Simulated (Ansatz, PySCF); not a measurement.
PbBr, SMILES [Pb][Br] (connectivity only; charge and spin as stated), neutral, multiplicity 2. Atoms are numbered in the order given.

```xyz
2

Pb     0.0000     0.0000    -0.7755
Br     0.0000     0.0000     1.8315
```
Charge 0, spin multiplicity 2.

Geometry: PBE0-D3(BJ)/def2-TZVP. The spin state was assumed, not searched. The def2 effective core potentials stand for the cores of Pb; spin–orbit coupling is left out.

Two levels are set side by side: PBE-D3(BJ)/def2-TZVP (Ansatz, a quantum-chemistry and plane-wave program) and PBE0-D3(BJ)/def2-TZVP (Ansatz). Each level has its own optimised geometry; the coordinates shown are those of the second. Frequencies come from the Hessian of PySCF at each geometry. Differences are taken from unrounded values.

| quantity | PBE0-D3(BJ) | PBE-D3(BJ) | PBE-D3(BJ) minus PBE0-D3(BJ) |
|---|---|---|---|
| bond Pb1–Br2 (Å) | 2.607 | 2.629 | 0.022 |
| highest harmonic wavenumber (cm⁻¹) | 211 | 204 | -7 |
| mean harmonic wavenumber (cm⁻¹) | 211 | 204 | -7 |
| zero-point energy (kcal/mol) | 0.30 | 0.29 | -0.01 |
